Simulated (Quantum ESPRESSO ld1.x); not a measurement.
Results of a calculation; reference values are marked as such.
All-electron atom: Eu2.5+ in [Kr] 4d10 4f(up 3.5, down 3.5) 5s2 6s(up 0.5, down 0.5) 5p(up 2.25, down 2.25) (fractional occupations, a model configuration). Code: ld1.x of Quantum ESPRESSO 7.5. Model: scalar-relativistic Kohn-Sham, LDA (Slater exchange, Perdew-Zunger correlation), spin-polarised, spherical densities, point nucleus.

Radial electron density D(r) = 4 pi r^2 rho(r):

```
   r/bohr * D(r) (the largest magnitude, 111, reaches the edge; | marks zero)
0.0009274 | *
 0.001071 | *
 0.001247 |  *
 0.001452 |   *
  0.00169 |   *
 0.001952 |     *
 0.002272 |      *
 0.002645 |        *
 0.003079 |          *
 0.003556 |            *
  0.00414 |               *
 0.004819 |                  *
 0.005566 |                      *
 0.006479 |                         *
 0.007543 |                             *
 0.008781 |                                 *
  0.01014 |                                    *
  0.01181 |                                       *
  0.01374 |                                        *
    0.016 |                                         *
  0.01848 |                                        *
  0.02151 |                                      *
  0.02504 |                                     *
  0.02915 |                                    *
  0.03367 |                                    *
   0.0392 |                                       *
  0.04563 |                                            *
   0.0527 |                                                 *
  0.06135 |                                                     *
  0.07142 |                                                      *
  0.08315 |                                                   *
  0.09603 |                                              *
   0.1118 |                                          *
   0.1301 |                                        *
   0.1515 |                                           *
    0.175 |                                              *
   0.2037 |                                               *
   0.2371 |                                         *
   0.2739 |                                *
   0.3188 |                       *
   0.3712 |                   *
   0.4321 |                    *
    0.499 |                      *
   0.5809 |                      *
   0.6763 |                  *
   0.7873 |             *
   0.9093 |        *
    1.059 |      *
    1.232 |    *
    1.435 |   *
    1.657 |  *
    1.929 | *
    2.245 |*
    2.593 |*
    3.019 *
    3.514 *
    4.091 *
    4.725 *
    5.501 *
    6.404 *
    7.455 *
    8.609 *
```

D(r) has 4 maxima, at r = 0.0155, 0.0692, 0.193, 0.532 bohr, and minima at 0.0296, 0.126, 0.380 bohr, inside which lie 1.94, 11.11, 29.27 electrons.
